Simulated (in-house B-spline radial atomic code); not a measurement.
# Binding energies in the krypton ion Kr⁵⁺

NIST's tabulated ground configuration is [Ar] 3d10 4s2 4p1; each binding energy is the energy of the ion with one electron taken from that subshell, relaxed, less that of the parent. Computed with a radial B-spline atomic code at the basis-set limit: Dirac-Hartree-Fock, average of configuration, Fermi nucleus of rms radius 4.1884 fm. Energies include first-order Breit, QED and recoil terms.

| subshell | X-ray name | binding energy (eV) | -ε (eV) | relaxation (eV) |
| --- | --- | --- | --- | --- |
| 1s | K | 14407.9 | 14489.9 | 49.1 |
| 2s | L1 | 2010.6 | 2036.5 | 23.0 |
| 3s | M1 | 373.7 | 379.3 | 5.1 |
| 3d3/2 | M4 | 171.1 | 176.5 | 5.4 |
| 3d5/2 | M5 | 169.8 | 175.1 | 5.3 |
| 4s | N1 | 92.56 | 92.94 | 0.32 |
| 4p | N2,3 | 76.83 | 77.07 | 0.21 |

Relaxation = -ε minus the binding energy without Breit, QED and recoil terms.

(1) What does it cost to remove both a 2s and a 3d5/2 electron?

(2) What does it cost to remove both a 1s and a 3d3/2 electron?

## Answers

(1) 2221.7 eV, which is 41.24 eV more than the two single binding energies together.

(2) 14619 eV, which is 40.54 eV more than the two single binding energies together.
